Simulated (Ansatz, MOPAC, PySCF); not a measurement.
Donor–acceptor adduct: BH3 (SMILES B) (first 4 atoms) with H2S (SMILES S); geometry from B3LYP-D3(BJ)/def2-TZVP, rigid monomers moved along the line of their centres of mass till B1···S5 is 1.83 Å.
(charge 0, multiplicity 1):
```tsv
atom	x (Å)	y (Å)	z (Å)
B	-0.4494	-0.3252	0.6695
H	0.4057	-0.8871	0.0385
H	-1.2478	-1.0569	1.1911
H	-0.8794	0.6904	0.2021
S	0.5216	0.1681	2.1351
H	-0.3070	1.0107	2.7801
H	1.2857	1.1741	1.6700
```

Monomers are frozen at their geometry in the pair; levels with a basis set take the counterpoise correction. Rows marked so take none.

Frozen-core correlation. CBS: X⁻³ extrapolation of the correlation energy, Hartree–Fock from the larger set. Rows in 6-311+G**, 6-31G* carry no dispersion term and start afresh at each structure (6-31G* with six Cartesian d functions). The state that PM6 reach isn't checked.

Programs: Ansatz (Gaussian basis) for Hartree–Fock, density functionals and correlated methods; MOPAC for PM6 (differences of heats of formation); PySCF for 6-311+G** rows, 6-31G* rows, the dispersion terms. Each number belongs to the level named beside it.

```csv
level,interaction energy (meV)
PM6,-1783.6
B3LYP/6-31G* (no counterpoise),-625.2
B3LYP/6-311+G** (no counterpoise),-604.6
B3LYP/def2-TZVPPD,-715.9
B3LYP-D3(BJ)/def2-TZVPPD,-826.0
PBE0-D4/def2-TZVPPD,?
MP2/aug-cc-pV(T+d)Z,-795.2
SCS-MP2/aug-cc-pV(T+d)Z,-625.9
"CCSD(T)/CBS(aug-cc-pV(D+d)Z, aug-cc-pV(T+d)Z)",?
```

Task: Fill in the missing entries.

Result: 
- PBE0-D4/def2-TZVPPD, interaction energy (meV): -1076.7
- CCSD(T)/CBS(aug-cc-pV(D+d)Z, aug-cc-pV(T+d)Z), interaction energy (meV): -779.5

Ansatz is a program for electronic structure.
